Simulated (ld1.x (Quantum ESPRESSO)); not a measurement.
Before and after: TM potential for Mn (Z = 25)

Mn (Z = 25), norm-conserving Troullier–Martins (Kleinman–Bylander form), made with ld1.x (Quantum ESPRESSO) 7.5 (PBE, fully relativistic). Core [Ar], reference 3d5 4s2 4p0. Waves: 4p (bound, empty): rc 3.30 bohr; 3d (bound): rc 2.05 bohr; 4s (bound): rc 1.90 bohr. Local part: the s channel. Core correction: none.

Open shells are filled in proportion to 2j + 1 (rel_dist='average').

Change: core correction a·sin(br)/r model core inside 1.58 bohr.

Cutoffs: the cutoffs (Ry, on a coarse ladder) from which the occupation-weighted sum of valence levels, in a spherical-Bessel basis at the reference potential, stays within 10 and 1 mRy of its value at 400 Ry; they do not see the model core or the augmentation charge, which bear on the density cutoff. Errors are all-electron minus pseudo energies relative to the spin-unpolarised reference configuration.

Predict the effect on cutoff, ghosts and configuration errors.

The potential gets neither clearly harder nor softer (70 Ry and 110 Ry → 70 Ry and 110 Ry); of the 7 tests that both files solve, the error grows in 4 and shrinks in 3 by more than 15 % and 0.3 meV (median size 108.9 → 133.7 meV); neither file shows a bound ghost. A model core, the more so a compact one, raises the density cutoff, which this test does not measure.

```csv
quantity,base,changed
"cutoff, loose",70 Ry,70 Ry
"cutoff, tight",110 Ry,110 Ry
bound ghosts,none,none
"error for 3d5 4s1 4p0, meV [ΔE 8.42 eV]",+12,-0.8
"error for 3d5 4s0 4p0, meV [ΔE 24.01 eV]",+118,-17
"error for 3d4 4s0 4p0, meV [ΔE 56.53 eV]",-28,-353
"error for 3d6 4s1 4p0, meV [ΔE -0.36 eV]",-113,-134
"error for 3d5 4s1 4p1, meV [ΔE 3.86 eV]",+5.8,+0.8
"error for 3d4 4s2 4p1, meV [ΔE 7.80 eV]",-134,-177
"error for 3d6 4s0 4p0, meV [ΔE 6.81 eV]",-109,-179
s: phases at 3.58 bohr within 0.05 rad from the reference energy up to (Ry; the scan ends near 5),1.2,1.2
p1/2: phases at 3.58 bohr within 0.05 rad from the reference energy up to (Ry; the scan ends near 5),2.3,2.3
p3/2: phases at 3.58 bohr within 0.05 rad from the reference energy up to (Ry; the scan ends near 5),to the end of the scan,to the end of the scan
d3/2: phases at 3.58 bohr within 0.05 rad from the reference energy up to (Ry; the scan ends near 5),0.3,0.3
d5/2: phases at 3.58 bohr within 0.05 rad from the reference energy up to (Ry; the scan ends near 5),0.3,0.3
```
